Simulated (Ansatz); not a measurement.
XAg6 (charge +1): PBE-D4/def2-TZVP single points in Ansatz on relaxed structures, gas phase. Each cluster is the lowest isomer that a short search found in that spin, judged at the geometry's level, and lower ones may exist. Core potentials for Ag, Sb, no spin–orbit coupling. HOMO and LUMO are taken over both spins. The structures are stationary points that may keep the symmetry of their start. Remarks come from the PBE and PBE0 runs and from stability tests at other levels; not every state was tested.

```json
{"species": "MgAg6⁺", "atoms": "7", "state": "doublet", "geometry": "PBE-D4/def2-SVP", "HOMO (eV)": "-8.20", "LUMO (eV)": "-7.86", "gap (eV)": "0.34", "point group (within 0.1 Å)": "C2v", "remarks": "–"}
{"species": "Ag6Sb⁺", "atoms": "7", "state": "singlet", "geometry": "r2SCAN-D4/def2-SVP", "HOMO (eV)": "-8.54", "LUMO (eV)": "-7.66", "gap (eV)": "0.88", "point group (within 0.1 Å)": "Cs", "remarks": "restricted SCF unstable in HF"}
{"species": "LiAg6⁺", "atoms": "7", "state": "singlet", "geometry": "r2SCAN-D4/def2-SVP", "HOMO (eV)": "-9.15", "LUMO (eV)": "-7.22", "gap (eV)": "1.93", "point group (within 0.1 Å)": "C5v", "remarks": "–"}
```

The gap (eV) runs from 0.34 (MgAg6⁺) to 1.93 (LiAg6⁺).
